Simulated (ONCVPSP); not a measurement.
## Logarithmic derivatives: hydrogen, ONCV

| Property | Result |
| --- | --- |
| Element | hydrogen (H) |
| Generator | ONCVPSP 4.0.1 |
| Type | optimised norm-conserving Vanderbilt (ONCV) |
| Functional | LDA (Perdew-Wang 92) |
| Relativity | non-relativistic |
| Frozen core | none |
| Valence charge | 1 |
| Reference configuration | 1s1 |
| Partial waves | 1s: rc 1.55 bohr, ncon 4, nbas 8, qcut 5.9 1/bohr, 2 projectors, debl 3.2 Ha; p scattering state at 0.44 Ha: rc 1.55 bohr, ncon 5, nbas 10, qcut 5.1 1/bohr, 2 projectors, debl 0.3 Ha |
| Local potential | polynomial inside 1.50 bohr (lpopt 3, dvloc0 4 Ha) |
| Core correction | none |

The phase is arctan(r·R′/R) of the radial function R(r), unwrapped; energies in Ha, scanned from -2 to 5 Ha. A pole is an energy at which the radial function vanishes at the test radius. The pseudo phase is shifted by a multiple of π to meet the all-electron one at the reference energy, and phase errors are pseudo minus all-electron; the curves can meet again beyond the range given. Levels narrower than the energy grid can be missing from the lists of poles.

**Question.** For each channel, where are the poles, and over which energies does the pseudopotential scatter like the atom?

**Answer.**

```tsv
channel	radius (bohr)	reference energy (Ha)	poles, all-electron	poles, pseudo	unbroken range about the reference energy with phases within 0.05 rad	phase error 1 Ha above the reference energy (rad)
s	1.57	-0.23	0.62	0.62	the whole range	+0.001
p	1.57	0.44	3.20	3.20	the whole range	+0.000
```

Phases in the p channel:

| E (Ha) | all-electron | pseudo |
| --- | --- | --- |
| -1.98 | 1.152 | 1.152 |
| -1.62 | 1.102 | 1.102 |
| -1.26 | 1.035 | 1.035 |
| -0.90 | 0.940 | 0.940 |
| -0.54 | 0.796 | 0.796 |
| -0.18 | 0.564 | 0.564 |
| 0.18 | 0.187 | 0.187 |
| 0.54 | -0.317 | -0.317 |
| 0.90 | -0.761 | -0.761 |
| 1.26 | -1.049 | -1.049 |
| 1.62 | -1.227 | -1.227 |
| 1.98 | -1.345 | -1.345 |
| 2.34 | -1.429 | -1.429 |
| 2.70 | -1.496 | -1.496 |
| 3.06 | -1.551 | -1.551 |
| 3.42 | -1.602 | -1.602 |
| 3.78 | -1.653 | -1.652 |
| 4.14 | -1.708 | -1.707 |
| 4.50 | -1.775 | -1.772 |
| 4.86 | -1.865 | -1.860 |
